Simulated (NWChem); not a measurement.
System: MgBr2; SMILES [Br][Mg][Br]

NWChem input:

```
start job
memory heap 200 mb stack 900 mb global 1100 mb
geometry units angstroms noautosym nocenter noautoz
  Mg     0.000000     0.000000     0.156600
  Br     2.341420     0.000000     0.156461
  Br    -2.341420     0.000000     0.156461
end
basis spherical
  * library def2-svpd
end
dft
  xc b3lyp
  iterations 150
end
property
  response 1 0.0
end
task dft property
```

Geometry: optimised at PBE0/def2-SVP. B3LYP is NWChem's, with the RPA form of VWN correlation.

Static field.

**Question.** Predict the main results of this run. (B3LYP/def2-SVPD.) Quantities: isotropic polarisability (bohr³); anisotropy (bohr³).

**Answer.** 
```json
{
 "isotropic polarisability (bohr³)": "68.4",
 "anisotropy (bohr³)": "31.9"
}
```
